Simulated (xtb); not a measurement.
Cl6Si2, charge -1, doublet, from a rough starting geometry (a state made from the parent by changing its charge; the spin is typed, not shown lowest); GFN2-xTB (xtb).

xtb was given this input:
```
$ xtb mol.xyz --gfn 2 --chrg -1 --uhf 1 --opt vtight --json

# file mol.xyz
8

Cl     2.06560398    -0.49848425    -1.50758041
Si     1.13664266    -0.13002666     0.17152946
Cl     1.91749972     1.57774866     0.96291768
Cl     1.50483880    -1.62198676     1.37810395
Si    -1.22136171     0.10453166    -0.22126531
Cl    -1.52321609     1.66852143    -1.46079283
Cl    -1.93813261    -1.55051437    -1.01483988
Cl    -2.07981950     0.43183793     1.56800911
```

What the program printed (banner, timings and long lists left out):

```
   ID    Z sym.   atoms
    1   17 Cl     1, 3, 4, 6-8
    2   14 Si     2, 5

           -------------------------------------------------
          |                Calculation Setup                |
           -------------------------------------------------

           -------------------------------------------------
          |                 G F N 2 - x T B                 |
           -------------------------------------------------

          ...................................................
          :                      SETUP                      :
          :.................................................:
          :  # basis functions                  80          :
          :  # atomic orbitals                  72          :
          :  # shells                           24          :
          :  # electrons                        51          :
          :  max. iterations                   250          :
          :  Hamiltonian                  GFN2-xTB          :
          :  restarted?                      false          :
          :  GBSA solvation                  false          :
          :  PC potential                    false          :
          :  electronic temp.          300.0000000     K    :
          :  accuracy                    1.0000000          :
          :  -> integral cutoff          0.2500000E+02      :
          :  -> integral neglect         0.1000000E-07      :
          :  -> SCF convergence          0.1000000E-05 Eh   :
          :  -> wf. convergence          0.1000000E-03 e    :
          :  Broyden damping             0.4000000          :
          :  net charge                         -1          :
          :  unpaired electrons                  1          :
          ...................................................

 iter      E             dE          RMSdq      gap      omega  full diag
   1    -31.0801529 -0.310802E+02  0.956E+00    0.07       0.0  T
   2    -31.1882632 -0.108110E+00  0.392E+00    0.08       1.0  T
   3    -31.1950066 -0.674338E-02  0.327E+00    0.11       1.0  T
   4    -31.1839863  0.110202E-01  0.191E+00    0.11       1.0  T
   5    -31.2067219 -0.227356E-01  0.120E+00    0.15       1.0  T
   6    -31.2015229  0.519898E-02  0.173E+00    0.18       1.0  T
   7    -31.2089533 -0.743038E-02  0.778E-01    0.19       1.0  T
   8    -31.2106915 -0.173818E-02  0.153E-01    0.20       1.0  T
   9    -31.2106578  0.336984E-04  0.187E-01    0.21       1.0  T
  10    -31.2107634 -0.105584E-03  0.583E-02    0.21       1.0  T
  11    -31.2107667 -0.329057E-05  0.609E-02    0.21       1.0  T
  12    -31.2107739 -0.722821E-05  0.434E-02    0.21       1.0  T
  13    -31.2107756 -0.165994E-05  0.421E-02    0.21       1.0  T
  14    -31.2107768 -0.127174E-05  0.422E-02    0.21       1.0  T
  15    -31.2107762  0.629156E-06  0.455E-02    0.21       1.0  T
  16    -31.2107737  0.249917E-05  0.518E-02    0.21       1.0  T
  17    -31.2107741 -0.431746E-06  0.529E-02    0.21       1.0  T
  18    -31.2107740  0.987789E-07  0.529E-02    0.21       1.0  T
  19    -31.2107703  0.371279E-05  0.652E-02    0.21       1.0  T
  20    -31.2107818 -0.114348E-04  0.469E-02    0.21       1.0  T
  21    -31.2107872 -0.544024E-05  0.104E-01    0.22       1.0  T
  22    -31.2107859  0.129262E-05  0.549E-02    0.22       1.0  T
  23    -31.2107850  0.898809E-06  0.522E-02    0.22       1.0  T
  24    -31.2107857 -0.737072E-06  0.517E-02    0.22       1.0  T
  25    -31.2107891 -0.331325E-05  0.537E-02    0.22       1.0  T
  26    -31.2107906 -0.158908E-05  0.332E-02    0.22       1.1  T
  27    -31.2107927 -0.202693E-05  0.534E-02    0.22       1.0  T
  28    -31.2107918  0.826170E-06  0.304E-02    0.22       1.2  T
  29    -31.2107929 -0.103291E-05  0.220E-02    0.22       1.6  T
  30    -31.2107937 -0.781837E-06  0.127E-02    0.22       2.8  T
  31    -31.2107939 -0.288907E-06  0.174E-02    0.22       2.0  T
  32    -31.2107940 -0.361810E-07  0.128E-02    0.22       2.8  T
  33    -31.2107940 -0.422268E-08  0.364E-03    0.22       9.7  T
  34    -31.2107940 -0.194174E-07  0.203E-03    0.22      17.5  T
  35    -31.2107940  0.414606E-08  0.397E-03    0.22       8.9  T
  36    -31.2107940  0.404650E-08  0.521E-03    0.22       6.8  T
  37    -31.2107940 -0.872427E-08  0.264E-03    0.22      13.4  T
  38    -31.2107940 -0.277357E-08  0.189E-04    0.22     187.1  T
  39    -31.2107940  0.672777E-10  0.530E-04    0.22      66.7  T

   *** convergence criteria satisfied after 39 iterations ***

         :::::::::::::::::::::::::::::::::::::::::::::::::::::
         ::                     SUMMARY                     ::
         :::::::::::::::::::::::::::::::::::::::::::::::::::::
         :: total energy             -31.154430906412 Eh    ::
         :: gradient norm              0.156860901903 Eh/a0 ::
         :: HOMO-LUMO gap              0.221085353116 eV    ::
         ::.................................................::
         :: SCC energy               -31.210746334247 Eh    ::
         :: -> isotropic ES            0.116959391214 Eh    ::
         :: -> anisotropic ES         -0.005113082072 Eh    ::
         :: -> anisotropic XC         -0.015160040650 Eh    ::
         :: -> dispersion             -0.015976534193 Eh    ::
         :: repulsion energy           0.056315427835 Eh    ::
         :: add. restraining           0.000000000000 Eh    ::
         :: total charge              -1.000000000000 e     ::
         :::::::::::::::::::::::::::::::::::::::::::::::::::::

      -----------------------------------------------------------
     |                   =====================                   |
     |                        A N C O P T                        |
     |                   =====================                   |
     |               Approximate Normal Coordinate               |
     |                Rational Function Optimizer                |
[...]
 * total energy  :   -31.2270351 Eh     change       -0.4865674E-03 Eh
 * total energy  :   -31.2272717 Eh     change       -0.2366315E-03 Eh
 * total energy  :   -31.2273814 Eh     change       -0.1097223E-03 Eh
 * total energy  :   -31.2274332 Eh     change       -0.5176834E-04 Eh
 * total energy  :   -31.2274419 Eh     change       -0.8739572E-05 Eh
 * total energy  :   -31.2274559 Eh     change       -0.1401408E-04 Eh
 * total energy  :   -31.2274604 Eh     change       -0.4414779E-05 Eh
 * total energy  :   -31.2274614 Eh     change       -0.1070372E-05 Eh
 * total energy  :   -31.2274620 Eh     change       -0.6184406E-06 Eh
 * total energy  :   -31.2274622 Eh     change       -0.1526297E-06 Eh
 * total energy  :   -31.2274624 Eh     change       -0.2036468E-06 Eh
 * total energy  :   -31.2274625 Eh     change       -0.1177186E-06 Eh
 * total energy  :   -31.2274625 Eh     change       -0.2031952E-07 Eh
   *** GEOMETRY OPTIMIZATION CONVERGED AFTER 20 ITERATIONS ***
[...]

         :::::::::::::::::::::::::::::::::::::::::::::::::::::
         ::                     SUMMARY                     ::
         :::::::::::::::::::::::::::::::::::::::::::::::::::::
         :: total energy             -31.227462537041 Eh    ::
         :: gradient norm              0.000035059309 Eh/a0 ::
         :: HOMO-LUMO gap              2.302858894983 eV    ::
         ::.................................................::
         :: SCC energy               -31.252759346215 Eh    ::
         :: -> isotropic ES            0.128426881967 Eh    ::
         :: -> anisotropic ES         -0.005525502913 Eh    ::
         :: -> anisotropic XC         -0.009845377243 Eh    ::
         :: -> dispersion             -0.014830212208 Eh    ::
         :: repulsion energy           0.025296809174 Eh    ::
         :: add. restraining           0.000000000000 Eh    ::
         :: total charge              -1.000000000000 e     ::
         :::::::::::::::::::::::::::::::::::::::::::::::::::::

           -------------------------------------------------
          |                Property Printout                |
           -------------------------------------------------

    * Orbital Energies and Occupations

         #    Occupation            Energy/Eh            Energy/eV
      -------------------------------------------------------------
         1        2.0000           -0.9467905             -25.7635
       ...           ...                  ...                  ...
        14        2.0000           -0.3222455              -8.7687
        15        2.0000           -0.3193138              -8.6890
        16        2.0000           -0.3189490              -8.6790
        17        2.0000           -0.3167169              -8.6183
        18        2.0000           -0.3166597              -8.6167
        19        2.0000           -0.3084465              -8.3933
        20        2.0000           -0.3074309              -8.3656
        21        2.0000           -0.3026533              -8.2356
        22        2.0000           -0.3023111              -8.2263
        23        2.0000           -0.3022745              -8.2253
        24        2.0000           -0.3022295              -8.2241
        25        2.0000           -0.2809531              -7.6451
        26        1.0000           -0.1855116              -5.0480 (HOMO)
        27                         -0.1008831              -2.7452 (LUMO)
        28                         -0.0710838              -1.9343
        29                         -0.0614612              -1.6724
        30                         -0.0006393              -0.0174
        31                          0.0017527               0.0477
        32                          0.0154119               0.4194
        33                          0.0857428               2.3332
        34                          0.0890561               2.4233
        35                          0.1069632               2.9106
        36                          0.1219925               3.3196
        37                          0.1257560               3.4220
       ...                                ...                  ...
        72                          1.2921761              35.1619
      -------------------------------------------------------------
                  HL-Gap            0.0846285 Eh            2.3029 eV
             Fermi-level           -0.1882149 Eh           -5.1216 eV

     #   Z          covCN         q      C6AA      α(0)
     1  17 Cl       0.821    -0.355   110.548    16.084
     2  14 Si       3.337     0.499   114.289    21.431
     3  17 Cl       0.819    -0.288   108.250    15.916
     4  17 Cl       0.821    -0.355   110.550    16.085
     5  14 Si       3.336     0.499   114.291    21.431
     6  17 Cl       0.821    -0.355   110.549    16.084
     7  17 Cl       0.819    -0.288   108.253    15.917
     8  17 Cl       0.821    -0.355   110.549    16.084

 Mol. C6AA /au·bohr⁶  :       7008.645832
 Mol. C8AA /au·bohr⁸  :     339597.161123
 Mol. α(0) /au        :        139.032144

Wiberg/Mayer (AO) data.
largest (>0.10) Wiberg bond orders for each atom

 ---------------------------------------------------------------------------
     #   Z sym  total        # sym  WBO       # sym  WBO       # sym  WBO
 ---------------------------------------------------------------------------
     1  17 Cl   1.043 --     2 Si   0.928
     2  14 Si   3.873 --     3 Cl   0.944     5 Si   0.942     1 Cl   0.928
                             4 Cl   0.928
     3  17 Cl   1.116 --     2 Si   0.944
     4  17 Cl   1.043 --     2 Si   0.928
     5  14 Si   3.872 --     7 Cl   0.944     2 Si   0.942     8 Cl   0.928
                             6 Cl   0.928
     6  17 Cl   1.043 --     5 Si   0.928
     7  17 Cl   1.116 --     5 Si   0.944
     8  17 Cl   1.043 --     5 Si   0.928
 ---------------------------------------------------------------------------

Topologies differ in total number of bonds
Writing topology from bond orders to xtbtopo.mol

molecular dipole:
                 x           y           z       tot (Debye)
 q only:        0.033       0.005       0.029
   full:        0.033       0.004       0.029       0.113
molecular quadrupole (traceless):
                xx          xy          yy          xz          yz          zz
 q only:      -15.113      -0.846      10.268      -4.236       1.985       4.846
  q+dip:      -13.531      -5.205       8.957      -5.799       0.336       4.574
   full:      -14.500      -6.586       8.539      -6.953      -0.946       5.961

optimized geometry written to: xtbopt.xyz

           -------------------------------------------------
          | TOTAL ENERGY              -31.227462537041 Eh   |
          | GRADIENT NORM               0.000035059309 Eh/α |
          | HOMO-LUMO GAP               2.302858894983 eV   |
           -------------------------------------------------

normal termination of xtb
```
